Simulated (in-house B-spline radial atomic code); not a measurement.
Eu²⁺. Computed with a B-spline radial atomic code. Model: non-relativistic spherical atom: semilocal Troullier-Martins pseudo-atom, one channel per l, against all electrons, high spin, G0W0 and RPA with empty states to l = 8, local potential for every l without a channel, a model core (radius 0 = none) keeps its share of the functional.

Without relativity these are model numbers for so heavy an element.

What the tables leave out is listed at the end.

The pseudopotential gives back the lowest level of each angular momentum of its own functional in the configuration it was made in; a second state of the same l is only approximately right. Exact exchange, RPA and GW see the smooth pseudo-orbitals and miss the exchange with the core, for which the functional's share stands in. The column with an uncorrelated core keeps all orbitals and exact exchange, and so separates missing core correlation from pseudisation. Only the three outermost levels and the lowest empty one were computed. RPA here is direct RPA, with no exchange kernel, and its energies carry an (l + 1/2)⁻⁴ tail. A hybrid on a potential with a model core restores only its own semilocal share of the core's exchange.

Command:
```bash
python run_psgw.py task.json out
```
Settings (lengths in bohr, energies in hartree):
```
Z                      63
electrons              61
configuration          [Xe] 4f7
generated_in           [Xe] 4f7
functional             lda,vwn
core_shells            10
radius_factor          1
core_correction        True
```

Cost of the run: 51 s on 1 thread of Arm Neoverse N1, on a shared host.

Given: made with LDA VWN5; model core radius 0.96 bohr; local radius 1.713 bohr; mean-field start LDA VWN5.

Valence shells of the generating configuration: 5p, 4f.

Channel: s 3.281, p 1.436, d 1.974, f 1.982 (radii in bohr).

Computed: largest level miss in the spin-unpolarised generating configuration 0 eV; valence RPA correlation energy pseudo -1.1502 hartree; all-electron RPA polarisability, core included 7.5865 bohr³; pseudo-atom RPA polarisability 7.6379 bohr³.

```json
{"level": "4f up", "occupied": "1", "mean-field all-electron (eV)": "-21.096", "mean-field pseudo minus all (eV)": "-0.499", "G0W0 all-electron (eV)": "-28.751", "G0W0 uncorrelated core minus all (eV)": "0.172", "G0W0 pseudo minus all (eV)": "4.7", "exchange self-energy all-electron (eV)": "-62.274", "exchange self-energy pseudo (eV)": "-33.609"}
{"level": "5p down", "occupied": "1", "mean-field all-electron (eV)": "-35.018", "mean-field pseudo minus all (eV)": "0.364", "G0W0 all-electron (eV)": "-40.971", "G0W0 uncorrelated core minus all (eV)": "-0.496", "G0W0 pseudo minus all (eV)": "0.726", "exchange self-energy all-electron (eV)": "-26.026", "exchange self-energy pseudo (eV)": "-17.647"}
{"level": "4f down (empty)", "occupied": "0", "mean-field all-electron (eV)": "-16.226", "mean-field pseudo minus all (eV)": "0.499", "G0W0 all-electron (eV)": "-8.6604", "G0W0 uncorrelated core minus all (eV)": "0.952", "G0W0 pseudo minus all (eV)": "-0.381", "exchange self-energy all-electron (eV)": "-25.824", "exchange self-energy pseudo (eV)": "-2.1998"}
```

**Question.** What is the valence RPA correlation energy all-electron orbitals?

**Answer.** -0.74877 hartree.

Given: mean-field start PBE0.

Computed: valence RPA correlation energy all-electron orbitals -0.69766 hartree; valence RPA correlation energy pseudo -1.1098 hartree; pseudo-atom RPA polarisability 7.5157 bohr³.

```
        level  occupied  mean-field all-electron (eV)  mean-field pseudo minus all (eV)  G0W0 all-electron (eV)  G0W0 uncorrelated core minus all (eV)  G0W0 pseudo minus all (eV)  exchange self-energy all-electron (eV)  exchange self-energy pseudo (eV)
        4f up         1                       -23.773                             1.872                 -29.115                                  0.113                       5.789                                 -62.799                           -33.205
      5p down         1                       -36.413                             1.102                 -40.975                                 -0.457                       1.472                                 -25.796                           -17.476
5d up (empty)         0                       -13.152                            -0.373                 -10.411                                  0.165                      -0.012                                 -7.6987                           -6.7421
```

**Question.** What is the all-electron RPA polarisability, core included?

**Answer.** 6.7884 bohr³.

Among the listed levels the largest G0W0 shift of the pseudo-atom is +5.79 eV, for 4f up on the PBE0 start, while leaving the core uncorrelated moves that level by +0.11 eV. So pseudisation and the lost core exchange, not the missing core correlation, make the error. Not in the tables (levels of low weight, unsolved or above zero; the highest and the empty levels are kept at any weight): on LDA the G0W0 levels 5p up (pseudo minus all +2.11 eV, weights 0.02 and 0.42); on PBE0 the G0W0 levels 5p up (pseudo minus all +0.22 eV, weights 0.68 and 0.73); no Hartree-Fock pseudo-atom is run with a model core.
